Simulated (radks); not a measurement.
The numbers below are computed, except where a source is named.
All-electron atom: Mn XV in [He] 2s2 2p(1/2: 2, 3/2: 3) 3s2 (not the ground configuration). Code: a radial shooting solver on a logarithmic mesh with Libxc functionals. Model: Dirac Kohn-Sham, PBE, spin-unpolarised, spherical densities, finite nucleus; Fermi nuclear charge, rms radius 3.7057 fm. Some entries of the table are withheld. Estimate them.

orbital,occ.,eigenvalue (eV),<r^2> (bohr^2)
1s1/2,2,(1),(2)
2s1/2,2,-1200.816,0.08705
2p1/2,2,(3),0.06850
2p3/2,3,(4),0.06995
3s1/2,2,-432.6408,0.5495

Answer. 
(1) 1s1/2 eigenvalue (eV): -6941.228
(2) 1s1/2 <r^2> (bohr^2): 0.004975
(3) 2p1/2 eigenvalue (eV): -1103.825
(4) 2p3/2 eigenvalue (eV): -1092.636
